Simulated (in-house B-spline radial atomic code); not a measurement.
Configurations of Mn VI (Mn5+), with energies counted from [Ar] (3d3/2)2. All numbers are computed (Dirac-Hartree-Fock, average of each configuration as written; Fermi nucleus of rms radius 3.7057 fm) with an all-electron radial atomic-structure program (B-spline basis), not measured. Energies include first-order Breit, QED and recoil terms.

Occupations are held fixed; configurations that lie above the ionisation limit could autoionise.

```
                                   configuration  E - E(ref) (eV)  highest orbital  its <r> (bohr)
                          [Ar] (3d3/2)1 (3d5/2)1          0.44112            3d5/2          0.9057
                               [Ar] (3d3/2)1 4s1           29.877            4s1/2           1.983
                               [Ar] (3d3/2)1 5s1           59.469            5s1/2           3.659
                          [Ar] (3d5/2)1 (5d3/2)1           69.206            5d3/2           4.578
                          [Ar] (3d3/2)1 (5g7/2)1           73.705            5g7/2           4.575
    [Ne] 3s2 (3p1/2)1 (3p3/2)4 (3d5/2)2 (4f5/2)1           113.29            4f5/2           2.879
[Ne] 3s2 (3p1/2)2 (3p3/2)3 (3d3/2)1 (3d5/2)1 6s1           123.44            6s1/2           5.825
```

Problem. Order these further configurations by energy, lowest first.
A. [Ne] 3s2 (3p1/2)2 (3p3/2)3 (3d3/2)2 (6d5/2)1
B. [Ar] (3d3/2)1 (6f5/2)1
C. [Ar] (3d5/2)2
D. [Ne] 3s2 (3p1/2)1 (3p3/2)4 (3d3/2)2 (5d5/2)1
E. [Ne] 3s2 (3p1/2)1 (3p3/2)4 (3d5/2)2 7s1

Solution. C (0.40733 eV), B (79.379 eV), D (124.01 eV), A (126.88 eV), E (130.02 eV).

Problem. How far above the reference does [Ar] (3d5/2)1 (4f5/2)1 lie?

Solution. 62.26 eV; its least bound orbital is 4f5/2 with <r> = 2.875 bohr.

Problem. How far above the reference does [Ar] (3d3/2)1 7s1 lie?

Solution. 78.843 eV; its least bound orbital is 7s1/2 with <r> = 8.489 bohr.

Problem. How far above the reference does [Ne] 3s2 (3p1/2)1 (3p3/2)4 (3d3/2)1 (3d5/2)1 (4p3/2)1 lie?

Solution. 92.329 eV; its least bound orbital is 4p3/2 with <r> = 2.165 bohr.
